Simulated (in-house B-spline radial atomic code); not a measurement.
A fraction x of an electron is removed from 3d in the nickel ion Ni⁵⁺, starting from [Ar] 3d5 and keeping the highest spin. Computed with a B-spline radial code for spherical atoms: scalar-relativistic (X2C) revTPSS, spin-polarised, spherical fractional occupations, Fermi nucleus of rms radius 3.7757 fm.

| x | E(x) - E(0) (eV) | 3d up level (eV) |
| --- | --- | --- |
| 0 | 0.0000 | -94.799 |
| 0.1 | 9.6039 | -97.282 |
| 0.14 | 13.5152 | -98.281 |
| 0.26 | 25.4895 | -101.296 |
| 0.47 | 47.3212 | -106.638 |
| 0.5 | 50.5319 | -107.408 |
| 0.62 | 63.6064 | -110.505 |
| 0.72 | 74.7867 | -113.105 |
| 0.85 | 89.7116 | -116.514 |
| 0.88 | 93.2189 | -117.305 |
| 1 | 107.4860 | -120.484 |

The exact functional would give a straight line between the two integer points. Deviations E(x) - E(0) - x[E(1) - E(0)], in eV: -1.145 at x = 0.1, -1.533 at x = 0.14, -2.457 at x = 0.26, -3.197 at x = 0.47, -3.211 at x = 0.5, -3.035 at x = 0.62, -2.603 at x = 0.72, -1.651 at x = 0.85, -1.369 at x = 0.88.

The curve lies below the straight line by up to 3.211 eV (at x = 0.5): convex, the delocalisation error that favours fractional charges.

Q: How well does Slater's transition state (minus the level at half occupation) give the ionisation energy?

A: It gives 107.408 eV against 107.486 eV from the two total energies; NIST lists 108.00 eV, ground level to ground level.
